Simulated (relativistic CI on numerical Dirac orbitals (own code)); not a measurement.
# Tm2+: sensitivity of the levels to the model

Base calculation: Dirac-Coulomb-Breit CI, KLI orbitals optimised for each configuration, model QED, valence Slater integrals scaled by 0.85, P86 correlation energy added to each configuration.

Configurations in the expansion (outside the closed core [Kr] 4d10 5s2): 4f¹³5p⁶, 4f¹²5p⁶6s, 4f¹²5p⁶5d, 4f¹²5p⁶6p, 4f¹²5p⁶5f, 4f¹¹5p⁶5d6p, 4f¹²5p⁶7s, 4f¹³5p⁵5d, 4f¹²5p⁶6d, 4f¹¹5p⁶6s6p, 4f¹²5p⁶7p, 4f¹²5p⁶8s, 4f¹²5p⁶7d, 4f¹²5p⁶6f, 4f¹²5p⁶8p, 4f¹²5p⁶5g, 4f¹³5p⁵5f, 4f¹¹5p⁶5f6s, 4f¹³5p⁵6s, 4f¹⁴5p⁵. Double excitations out of closed p, d and f shells are left out; levels of such configurations are missing from the list, as are those of other unlisted configurations, and high levels can miss mixing partners.

Variants: (1) Slater integrals left unscaled; (2) valence Slater integrals scaled by 0.75; (3) QED terms removed; (4) only the first 3 configurations. Shifts of the energy above 4f¹³5p⁶ ²F°7/2, in cm⁻¹, for the lowest level and the first level of each name with at least 55 % of one term (blank where a level changes its place among those of its configuration and J or its character, or is not in the variant):

```csv
Level,Base,Δ(1),Δ(2),Δ(3),Δ(4),Measured
4f¹³5p⁶ ²F°7/2,0.0,0.0,0.0,0.0,0.0,0.0
4f¹²5p⁶5d ⁴F9/2,217.7,-3113.8,+2059.8,-108.5,-1636.2,
4f¹²5p⁶5d ⁴G11/2,3645.9,-2557.1,+1687.3,-110.0,-1708.1,
4f¹²5p⁶6s ⁴H13/2,4051.4,-2498.4,+1627.8,-258.2,-285.4,
4f¹²5p⁶5d ⁴K17/2,4086.6,-2604.8,+1730.7,-116.1,-1924.6,
4f¹²5p⁶6s ²H11/2,4687.2,-2386.5,+1552.7,-256.0,-250.7,
4f¹²5p⁶5d ⁴F7/2,4711.0,-2758.9,+1777.7,-119.9,-1580.9,
4f¹²5p⁶5d ⁴I15/2,7601.2,-2019.2,+1334.6,-116.1,-1825.1,
4f¹³5p⁶ ²F°5/2,8367.2,+136.1,-90.7,-38.2,+334.4,8774.0
4f¹²5p⁶6s ⁴F9/2,9818.8,-1446.0,+915.6,-254.0,-221.5,31037.5
4f¹²5p⁶5d ⁴F5/2,10463.4,,+1635.6,-140.9,-1625.4,
4f¹²5p⁶5d ⁴K13/2,11506.1,-2295.5,+1551.2,-140.6,-1845.0,
4f¹²5p⁶6s ⁴H11/2,12437.1,-2463.4,+1552.3,-285.6,-266.0,
4f¹²5p⁶6s ⁴H9/2,12455.3,-2383.3,+1575.8,-288.9,-201.6,33831.9
4f¹²5p⁶5d ⁴K15/2,13120.4,-2378.2,+1590.5,-151.4,-1911.2,
4f¹²5p⁶6s ⁴F5/2,19135.3,-1239.6,+739.5,-277.3,-149.8,
4f¹²5p⁶6s ⁴F7/2,19145.1,-1263.5,+807.4,-284.6,-161.1,39934.7
4f¹²5p⁶5d ⁴D1/2,20095.7,-1118.8,+685.7,-147.0,-1698.5,
4f¹²5p⁶6s ²F5/2,20425.2,-736.7,+386.3,-285.4,-140.8,
```

Correlation outside the listed configurations is missing or only estimated: errors of thousands of cm⁻¹ between configurations and terms are usual at this charge. Rates and lifetimes follow the computed energies and can be off by large factors. The fine structure of a lone outer electron comes out too small, for d and f at times inverted, and misplaced configurations move strength between like terms. 9 of the 66 excited levels that our extract of the measured tables holds in this range could be paired (the sources list more); they are missed by 19052 cm⁻¹ on average and 22016 at most, and levels without a partner can miss by more.

Measured levels: Martin, Zalubas and Hagan, Atomic Energy Levels: The Rare-Earth Elements, NSRDS-NBS 60 (1978); Li et al., J. Phys. B 34, 1349 (2001).

Ionisation energy from the two ground configurations alone: base 20.51 eV; Slater integrals left unscaled 20.26 eV; valence Slater integrals scaled by 0.75 20.67 eV; QED terms removed 20.49 eV. The NIST ASD value (semi-empirical) is 23.66 eV. The gap of more than 2 % comes from missing correlation, or from a tabulated value that is itself an estimate.

LS names give the leading component of a level, which can be under half, so a name can repeat, a term be missing and a line seem to break the LS rules.
